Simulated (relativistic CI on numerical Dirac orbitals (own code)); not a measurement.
**Crystal-field levels of Ti³⁺, 3d**

Calculated by Dirac-Coulomb-Breit CI, orbitals from a KLI potential per configuration, QED by a radiative potential, valence Slater integrals scaled by 0.85, one configuration in a parametric crystal field (own radial code).

Field parameters in Wybourne normalisation: D4h B²₀ = −7Ds, B⁴₀ = 21(Dq − Dt), B⁴₄ = 21√(5/14) Dq; Td as Oh with Dq negative (B⁴₀ = 21Dq, B⁴₄ = √(5/14) B⁴₀). The field is a parameter set, without covalency.

S and J are read from ⟨S²⟩ = S(S + 1) and ⟨J²⟩ = J(J + 1) of each level; they are not fictitious spins.

Td, 10Dq = -8750 cm⁻¹, the lowest 3 levels:

| E (cm⁻¹) | Degeneracy | Irrep | S | J |
| --- | --- | --- | --- | --- |
| 0.0 | 4 | Γ8 | 0.50 | 2.13 |
| 8687 | 4 | Γ8 | 0.50 | 1.97 |
| 8892 | 2 | Γ7 | 0.50 | 2.50 |

Td, 10Dq = -5200 cm⁻¹, the lowest 3 levels:

| E (cm⁻¹) | Degeneracy | Irrep | S | J |
| --- | --- | --- | --- | --- |
| 0.0 | 4 | Γ8 | 0.50 | 2.11 |
| 5142 | 4 | Γ8 | 0.50 | 1.98 |
| 5345 | 2 | Γ7 | 0.50 | 2.50 |

D4h, 10Dq = 19550, Ds = -830, Dt = -380 cm⁻¹, the lowest 5 levels:

```json
{"E (cm⁻¹)": "0.0", "Degeneracy": "2", "Irrep": "Γ7", "S": "0.50", "J": "2.07"}
{"E (cm⁻¹)": "535", "Degeneracy": "2", "Irrep": "Γ6", "S": "0.50", "J": "1.94"}
{"E (cm⁻¹)": "689", "Degeneracy": "2", "Irrep": "Γ7", "S": "0.50", "J": "2.39"}
{"E (cm⁻¹)": "19567", "Degeneracy": "2", "Irrep": "Γ7", "S": "0.50", "J": "2.15"}
{"E (cm⁻¹)": "24787", "Degeneracy": "2", "Irrep": "Γ6", "S": "0.50", "J": "2.15"}
```

Principal g values of the ground doublet: 1.56, 1.56, 1.81.

The free-ion ground term has S = 1/2. Every field shown keeps that spin.

Levels of this model without a field, named by their leading LS term: ²D3/2 0, ²D5/2 348 cm⁻¹.
